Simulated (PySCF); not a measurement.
PySCF input for SeCl2, SMILES Cl[Se]Cl, IEF-PCM-B3LYP/def2-SVP. Geometry optimised at PBE0-D3(BJ)/def2-TZVP. The isomer is the one that the SMILES or the coordinates give; other isomers of the formula were not compared.

```python
import numpy as np
from pyscf import gto, scf, dft
from pyscf.solvent import pcm

mol = gto.M(
    atom='''
    Se    0.00000000    0.00000000    0.67937330
    Cl    0.00000000   -1.66225693   -0.67937331
    Cl    0.00000000    1.66225693   -0.67937331
    ''',
    basis='def2-SVP',
    charge=0,
    spin=0,
    max_memory=1600,
    verbose=3,
)
mf = dft.RKS(mol, xc='b3lyp').density_fit(auxbasis='def2-universal-jkfit')
mf.grids.level = 3
mf.conv_tol = 1e-9
mf.max_cycle = 100
mf.kernel()
res = {}
for name, eps in {'water': 78.355, 'N,N-dimethylformamide': 37.219, 'chloroform': 4.7113}.items():
    s = mf.PCM()
    s.with_solvent.method, s.with_solvent.eps, s.with_solvent.lebedev_order = 'IEF-PCM', eps, 29
    s.kernel(mf.make_rdm1())
    res[name] = (s.e_tot, eps, s.dip_moment(), s.mo_energy, s.converged)
    print(f'{name}: electrostatic solvation free energy {(s.e_tot - mf.e_tot) * 627.509474:.3f} kcal/mol')
```

Program output:

```
converged SCF energy = -3321.42541943184

WARN: PCM is an experimental feature. It is still in testing.
Features and APIs may be changed in the future.

converged SCF energy = -3321.42805063177
Dipole moment(X, Y, Z, Debye): -0.00000, -0.00000,  1.44363
water: electrostatic solvation free energy -1.651 kcal/mol

WARN: PCM is an experimental feature. It is still in testing.
Features and APIs may be changed in the future.

converged SCF energy = -3321.42798431814
Dipole moment(X, Y, Z, Debye):  0.00000, -0.00000,  1.43428
N,N-dimethylformamide: electrostatic solvation free energy -1.609 kcal/mol

WARN: PCM is an experimental feature. It is still in testing.
Features and APIs may be changed in the future.

converged SCF energy = -3321.42723282264
Dipole moment(X, Y, Z, Debye): -0.00000, -0.00000,  1.32938
chloroform: electrostatic solvation free energy -1.138 kcal/mol
```

The run converged.
